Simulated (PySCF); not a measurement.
CH5ClGeO2.

```xyz
10

C      1.9898    -0.1708    -0.4765
Ge     0.0886     0.0794    -0.2621
O     -0.8867    -0.9051    -1.3750
O     -0.2712     1.7901    -0.5350
Cl    -0.5772    -0.4978     1.7409
H      2.2410    -0.1061    -1.5450
H      2.5232     0.6166     0.0738
H      2.2809    -1.1560    -0.0878
H     -1.5255    -1.4577    -0.9041
H     -1.2186     1.9701    -0.6064
```
Charge 0, spin multiplicity 1.

The structure is a stationary point at B3LYP-D3(BJ)/def2-SVP. The structure was generated by enumeration, and PubChem lists no compound with its InChIKey, so it may never have been made. The values are those of a single conformer.

Level of theory: PySCF with PBE/pcSseg-1. Non-relativistic, no solvent.

Computed absolute GIAO shielding of each atom: isotropic value and principal components (ppm):
```tsv
atom	σ(iso)	σ11	σ22	σ33	span
C1	174.9	163.8	169.3	191.7	27.9
Ge2	1163.0	1093.1	1145.6	1250.3	157.2
O3	233.7	186.6	215.7	298.8	112.2
O4	232.8	187.5	232.8	278.0	90.5
Cl5	817.2	675.3	740.7	1035.4	360.1
H6	30.2	25.2	27.2	38.2	12.9
H7	30.2	25.4	27.7	37.5	12.1
H8	30.5	25.6	28.3	37.6	12.1
H9	29.6	21.7	26.1	41.0	19.3
H10	29.3	21.9	24.0	42.0	20.0
```
